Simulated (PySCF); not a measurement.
H₆O₄SnZr, SMILES [OH][Zr]([OH])([OH])[O][SnH3], multiplicity 1.

Coordinates come from a PBE0-D3(BJ)/def2-SVP optimisation. The spin state was assumed, not searched. The def2 effective core potentials stand for the cores of Sn, Zr; spin–orbit coupling is left out. Other conformers were not sampled.

All values below come from PBE/def2-TZVP (PySCF).

Task: Estimate the frontier levels, gap, dipole moment and polarisability. (An estimate is asked for; the answer gives what the named calculation found.)

Result: 
| Quantity | Result |
|---|---|
| highest occupied level | -6.56 eV |
| lowest empty level | -1.23 eV |
| orbital gap | 5.33 eV |
| dipole moment | 0.11 D |
| quadrupole, principal values (traceless, Buckingham form, about the centre of nuclear charge) | -1.32, -1.32, 2.64 D·Å |
| mean static polarisability | 97.7 bohr³ (14.48 Å³) |
| polarisability, principal values | 89.1, 89.1, 114.8 bohr³ |
